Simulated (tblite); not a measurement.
A tight-binding relaxation on `c1(ccncc1)[CH2][GeH2][SeH]`.

Computed with GFN2-xTB geometry optimisation, gas phase (tblite 0.8.0). Start geometry: from a force field or distance geometry. A driver script takes a list of jobs; this job's settings line and coordinates (Å) are shown.

Command:
```bash
OMP_NUM_THREADS=1 python probes_run.py task.json out
```

Input:
```
{"job": {"kind": "relax", "xc": "GFN2-xTB", "basis": "xTB"}, "charge": 0, "multiplicity": 1}
Se     2.959900     0.997200     0.961200
Ge     2.300800    -0.789100    -0.432100
C      0.602500    -1.511500     0.177500
C     -0.461900    -0.433500     0.098300
C     -1.115700    -0.169000    -1.096100
C     -2.072900     0.851900    -1.157800
N     -2.351300     1.581100    -0.044700
C     -1.721000     1.344700     1.147100
C     -0.763000     0.325700     1.239600
H      1.765200     1.838100     0.457300
H      3.374300    -1.912800    -0.354400
H      2.167600    -0.297300    -1.881700
H      0.309500    -2.363700    -0.464800
H      0.707700    -1.888600     1.209500
H     -0.888600    -0.726300    -1.994900
H     -2.582400     1.071000    -2.070900
H     -1.971500     1.941600     2.013300
H     -0.268000     0.146800     2.182000
```

Output:
```
step      E/eV     max force
  0    -692.60529    2.907
  1    -692.80127    1.056
  2    -692.87394    0.816
  3    -692.91721    0.403
  4    -692.92583    0.252
  5    -692.93467    0.158
  6    -692.93708    0.159
  7    -692.93989    0.106
  8    -692.94162    0.115
  9    -692.94375    0.145
... (40 lines left out)
 50    -692.95547    0.026
 51    -692.95571    0.038
 52    -692.95588    0.034
 53    -692.95605    0.023
 54    -692.95612    0.019
 55    -692.95617    0.019
 56    -692.95623    0.019
 57    -692.95628    0.017
 58    -692.95630    0.013
 59    -692.95632    0.008
```

«max force» is the largest atomic force in eV/Å.

Task: From which step on does the largest force stay under 0.1 eV/Å, and how much energy is left to gain from there?

Result: From step 11 (0.081 eV/Å), 9.9 meV above the end.

Summary of the converged run: energy lowered by 8.1 kcal/mol over 59 steps; largest atomic force 0.008 eV/Å at the end.

Hardware: one thread, Arm Neoverse N1 (aarch64), shared host. Cost: 0.9 s.
Labels such as C1 count atoms from 1, the log's own numbers from 0.
